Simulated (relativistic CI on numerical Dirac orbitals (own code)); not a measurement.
**Ru4+: M2,3 absorption edge**

Computed with this model: Dirac-Coulomb-Breit CI, separate exchange-only KLI orbitals for each configuration, QED by a radiative potential, valence Slater integrals scaled by 0.8, multiplet model of core-to-valence dipole absorption; configurations [Kr] 4d4 → [Ne] 3s2 3p5 3d10 4s2 4p6 4d5; 300 K; Lorentzian 3 eV and Gaussian 0.4 eV FWHM. Energies are those of the free ion, without screening or charge transfer. The branching ratio is the share of the lower-energy edge in the whole absorption, uncertain by about 0.02 where the edges overlap. S is read from ⟨S²⟩ = S(S + 1).

Field parameters in Wybourne normalisation: D4h B²₀ = −7Ds, B⁴₀ = 21(Dq − Dt), B⁴₄ = 21√(5/14) Dq. The field is a parameter set, without covalency.

free ion: ground-state S = 1.97, centroid 472.82 eV, branching ratio 0.842. Peaks (eV, height): 469.5 (100), 492.5 (21).

D4h, 10Dq = 29700, Ds = -1500, Dt = 700 cm⁻¹: ground-state S = 1.02, centroid 475.00 eV, branching ratio 0.760. Peaks (eV, height): 469.5 (100), 492.0 (31).

D4h, 10Dq = 29700, Ds = 430, Dt = 700 cm⁻¹: ground-state S = 1.04, centroid 474.07 eV, branching ratio 0.796. Peaks (eV, height): 469.5 (100), 492.0 (26).

The statistical ratio of this edge is 2/3 = 0.667. Values above it arise where the holes sit mainly in the j = l + 1/2 valence subshell or the ground state has high spin; values below it where core-valence Coulomb terms move weight to the upper edge, as in nearly empty shells.

Strongest unbroadened transitions for D4h, 10Dq = 29700, Ds = 430, Dt = 700 cm⁻¹:

```csv
Energy (eV),Relative strength
467.58,89.7
467.61,100.0
467.89,17.5
468.11,15.6
468.39,17.0
468.40,18.9
468.72,29.7
469.00,80.7
469.07,24.9
469.28,24.0
469.36,18.3
469.64,19.1
469.76,74.2
470.12,59.2
470.70,39.6
490.80,34.2
491.51,40.6
492.87,16.1
```
